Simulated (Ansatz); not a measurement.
Ti4Al⁺, relaxed as a singlet with RKS B3LYP-D4/def2-SVP in Ansatz, starting from the GFN1-xTB geometry. Force threshold 0.02 eV/Å.

The restricted singlet is unstable towards broken spin symmetry in Hartree–Fock (as tested in another run); at B3LYP-D4/def2-SVP this wasn't settled. The relaxation made no stability test and no search for a lower SCF solution. No other spin state of charge 1 was run. The structure comes from a short search, and lower isomers may exist.

Start:

```xyz
5

Ti   -0.348    1.573   -0.447
Ti    0.596   -0.025    1.707
Ti   -0.562   -1.553   -0.398
Ti   -2.681    0.153   -0.898
Al    2.996   -0.148    0.037
```

```
         step  energy (eV)  largest force component (eV/Å)  SCF passes
            1  -99029.0658                           2.416         159
            2  -99030.6108                           1.535          75
            3  -99031.0394                           1.292          66
            4  -99031.2871                           0.524          62
            5  -99031.6351                           1.248          74
            6  -99031.9888                           0.947          62
            7  -99032.1985                           0.255          63
            8  -99032.3602                           1.046         122
            9  -99032.8075                           0.621          69
           10  -99032.8922                           0.447          67
           11  -99032.9192                           0.260          52
           12  -99032.9298                           0.071          52
           13  -99032.9307                           0.074          57
           14  -99032.9352                           0.190          60
15 (rejected)  -99032.7716                           1.104          63
           16  -99032.9570                           0.333          66
           17  -99032.9653                           0.196          53
           18  -99032.9713                           0.252          56
           19  -99032.9764                           0.093          51
           20  -99032.9778                           0.022          45
           21  -99032.9779                           0.003          48
```

Force components are those of the run's own axes.

End:

Cartesian coordinates in Å:
```
Ti -0.052 1.234 -0.742
Ti -0.034 -0.052 1.491
Ti -0.041 -1.341 -0.653
Ti -2.007 0.258 -0.148
Al 2.134 -0.100 0.053
```

Bonds formed: Ti1–Al5, Ti2–Ti4, Ti3–Al5 (atoms count from 1).

No frequencies were taken in this run, so the end may be a saddle point.

Run time 2.3 min (4 threads of Arm Neoverse V2 on a shared host).
